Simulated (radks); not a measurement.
The numbers below are computed, except where a source is named.
Spherical quantum dot in the effective-mass picture: electrons in a hard-walled sphere of radius 3.04, all in effective atomic units (hartree* = m*/eps^2 hartree, bohr* = eps/m* bohr), one dielectric constant everywhere. Level of theory: non-relativistic Kohn-Sham, PBEsol, spin-polarised, spherical densities (a radial shooting solver with Libxc functionals). Levels are named by radial order and angular momentum (1s, 1p, 1d, 2s, ...), and open shells are averaged over m.

N = 17, configuration 1s2 1p6 1d(up 5, down 4). This is the lowest configuration that the search found. Occupied and some empty levels:

level    occupation  eigenvalue (hartree*)  <r> (bohr*)
1s up             1                 7.7954        1.934
1s down           1                 7.8123        1.932
1p up             3                 8.1222        2.051
1p down           3                 8.1404        2.050
1d up             5                 8.6534        2.139
1d down           4                 8.6723        2.139
1f up             0                 9.3607        2.209
1f down           0                 9.3801        2.209
2s up             0                 9.5715        1.389
2s down           0                 9.5791        1.389
2p up             0                 10.546        1.599
2p down           0                 10.557        1.598

Energy (hartree*): total 81.4449, kinetic 26.435, external 0, Hartree 63.484, exchange-correlation -8.4747.

Electron density:

r (bohr*)  n(r) (e/bohr*^3)
0.0850              0.01916
0.312               0.02312
0.539               0.03314
0.766               0.05196
0.993               0.08260
1.22                 0.1265
1.45                 0.1814
1.68                 0.2379
1.90                 0.2773
2.13                 0.2769
2.36                 0.2219
2.58                 0.1249
2.81                0.03461
3.04             0.00003389
